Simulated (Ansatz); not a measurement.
Species: H₆OSi₃, SMILES `O1[SiH2][SiH2][SiH2]1` (charge 0, multiplicity 1).

Question: Give a relaxed geometry from r2SCAN-D4/def2-TZVP (Ansatz, an electronic-structure program).

Answer: the end point of this relaxation (outside a Z-matrix the atoms follow the SMILES, hydrogens last).
Z-matrix (Å, degrees):
```
Si
H 1 1.4862
H 1 1.4863 2 110.24
Si 1 2.3585 2 117.83 3 -139.28
O 4 1.6764 1 90.50 2 -111.92
Si 5 1.6764 4 108.52 1 0.03
H 6 1.4865 5 110.56 4 -119.96
H 4 1.4865 5 110.56 6 119.96
H 6 1.4865 7 108.43 5 121.37
H 4 1.4865 8 108.43 5 -121.37
```
